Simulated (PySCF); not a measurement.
**The chalcogenides of silicon, SiO₂ to SiSe₂**

Level: PBE0 in the def2-TZVP basis family, all electrons, no relativity, computed in PySCF with density fitting; open shells unrestricted.

Each entry is the lowest minimum that a search over a few typed start shapes (and spin states, where more than one is plausible) found, or that minimum re-optimised at the stated level; isomers with ligand–ligand bonds, or fragments after loss of a ligand pair, can lie lower.

```csv
molecule,2S+1,point group,mean bond to Si (Å),distinct angles (°),gap (eV),lowest ω (cm⁻¹),polar-tensor charge of Si
SiO₂,1,D∞h,1.506,180,6.49,299,1.15
SiS₂,?,?,?,?,?,?,?
SiSe₂,1,D∞h,2.053,180,5.29,156,0.77
```

Fill in the row of SiS₂.

2S+1: 1; point group: D∞h; mean bond to Si (Å): 1.918; distinct angles (°): 180; gap (eV): 5.87; lowest ω (cm⁻¹): 193; polar-tensor charge of Si: 0.89.

The bond lengthens at every step; the largest change, 0.412 Å, falls between SiO₂ and SiS₂ among the members listed.

Left out of the table are members whose search was unfinished or whose lowest solution was spin-contaminated, unstable, very soft or bonded differently.
